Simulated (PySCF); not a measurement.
```xyz
5
charge 0 multiplicity 1, angstrom
Ce    0.0000    0.0000    0.0000
Cl   -1.4320   -1.4320    1.4320
Cl    1.4320   -1.4320   -1.4320
Cl   -1.4320    1.4320   -1.4320
Cl    1.4320    1.4320    1.4320
```

Method: PBE0 in PySCF with Ce lcecp-2-TZVP with ECP46, Cl def2-TZVP; scalar-relativistic core potentials, no spin–orbit coupling; density-fitted integrals.

This geometry of CeCl4 is a stationary point at this level.

(1) What is the point group?

(2) Is it a minimum?

(3) Which band is strongest in the infrared?

(4) Give the atomic charges and bond orders.

Answers

(1) Td.

(2) Yes: all harmonic wavenumbers are real.

(3) 374 cm⁻¹ (t2), 356 km/mol.

(4) 
```json
{"atom": "Ce1", "Mulliken": "1.51", "Löwdin": "0.01", "polar tensor": "2.57", "Mayer order to Ce1": "–"}
{"atom": "Cl2,3,4,5", "Mulliken": "-0.38", "Löwdin": "0.00", "polar tensor": "-0.64", "Mayer order to Ce1": "1.03"}
```

Only a few start shapes were tried, so a lower isomer may exist. The 4f shell sits in the core potential, so its spin is not counted.
